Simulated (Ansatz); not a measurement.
Basis-set extrapolation for C6H14AlClO (`CC(C)[O][Al]([Cl])[CH](C)C`) (PBE0-D4/def2-TZVP geometry, frozen core, Ansatz 0.2.0). Multiplicity 1, RHF reference.

```csv
,def2-TZVPP,def2-QZVPP
HF,-1011.920034,-1011.954569
MP2 correlation,-1.551818,-1.662296
CCSD(T) correlation,-1.704422,not run
```

Energies in hartree. Use E(X) = E(∞) + A·exp(−7.88·√X) for Hartree–Fock and E(X) = E(∞) + B·X^(−2.97) for correlation, with X = 3 and 4, and add CCSD(T) minus MP2 of the smaller set to the MP2 limit.

Problem. What is the CCSD(T) energy at the basis-set limit?

Solution. HF limit: -1011.954569 + (-0.034535) × 0.13774 = -1011.95933. MP2 limit: -1.662296 + (-0.110478) × 0.74074 = -1.74413. Higher-order term: -1.704422 − (-1.551818) = -0.15260. Total: -1013.85606 hartree, 6.30 eV below CCSD(T)/def2-TZVPP.
